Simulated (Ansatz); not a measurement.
Ansatz (a quantum-chemistry and plane-wave program) job for CoF2, SMILES [F][Co+][F] (connectivity only; charge and spin as stated), charge +1, multiplicity 5, CAM-B3LYP/def2-TZVPD. Geometry optimised at ωB97X-D3(BJ)/def2-TZVP. The multiplicity is an assumed one; other spin states were not compared.

Ansatz 0.2 input:
```yaml
crystal:
  periodic: [false, false, false]
  atoms:
    - {symbol: Co, position_ang: [0.00000000, 0.00000000, 0.00000000]}
    - {symbol: F, position_ang: [0.00000000, 0.00000000, -1.66235162]}
    - {symbol: F, position_ang: [0.00000000, 0.00000000, 1.66235162]}
basis:
  gaussian:
    orbitals: def2-TZVPD
hamiltonian:
  xc: {name: CAM-B3LYP}
total_charge: 1
magnetization: {spin_polarized: true, initial_magnetization: 4}
```

It prints:

```
WARN ansatz: RAYON_NUM_THREADS=1 ignored (pool sized by the plan → 1); use --threads N
Functional definition: CAM-B3LYP
integrals: 0.06 GiB planned
913 factors; their error is unknown
integrals: 0.09 GiB planned
186 factors; integrals over basis functions are off by at most 1.1e-4 eV
mean field: 0.71 GiB planned
mean field evaluation 1: about -43047.9722 eV, gradient 5.4e1 eV
mean field evaluation 2: about -43045.0815 eV, gradient 6.4e1 eV
mean field evaluation 4: about -43054.8744 eV, gradient 2.4e0 eV
mean field evaluation 8: about -43055.0457 eV, gradient 8.0e-2 eV
mean field evaluation 16: about -43055.0457 eV, gradient 4.3e-4 eV
mean field -43055.04568526 eV, -1582.2437451753 hartree, gradient 3.1e-5 eV, S^2 6.011023; 0 other end points of the search recorded, 0 dependent functions left out
reference -43055.04580569 eV, -1582.2437496007 hartree; 24, 20 occupied and 104, 108 virtual orbitals, 913 factors
Total energy: -43055.04580569 eV, -1582.2437496007 hartree
```

The calculation finished and met its thresholds.

Cost: roughly 3 core-seconds.
